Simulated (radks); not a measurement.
The numbers below are computed, except where a source is named.
Bi IV, 80 electrons, occupied as [Hg]. Level of theory: scalar-relativistic Kohn-Sham, revPBE, spin-polarised, spherical densities, point nucleus (a radial shooting solver on a logarithmic mesh with Libxc functionals). Some entries of the table are withheld. Estimate them.

| orbital | occ. | eigenvalue (hartree) | <r> (bohr) | <r^2> (bohr^2) |
|---|---|---|---|---|
| 1s | 2 | -3333.869 | 0.01578 | 0.0003458 |
| 2s | 2 | -599.8460 | 0.06646 | 0.005240 |
| 2p | 6 | -513.1046 | 0.06055 | 0.004486 |
| 3s | 2 | -145.5798 | 0.1715 | 0.03367 |
| 3p | 6 | -120.8059 | 0.1737 | 0.03501 |
| 3d | 10 | -95.97217 | 0.1575 | (1) |
| 4s | 2 | (2) | 0.3770 | 0.1603 |
| 4p | 6 | -26.09714 | 0.4025 | 0.1840 |
| 4d | 10 | -16.83504 | 0.4224 | 0.2058 |
| 5s | 2 | -6.82436 | 0.8309 | 0.7730 |
| 4f | 14 | -6.63691 | (3) | (4) |
| 5p | 6 | -4.54849 | 0.9476 | 1.011 |
| 5d | 10 | -2.01279 | 1.218 | 1.706 |
| 6s | 2 | -1.46497 | 2.013 | 4.528 |

Answer. 
(1) 3d <r^2> (bohr^2): 0.02902
(2) 4s eigenvalue (hartree): -34.21171
(3) 4f <r> (bohr): 0.4409
(4) 4f <r^2> (bohr^2): 0.2321
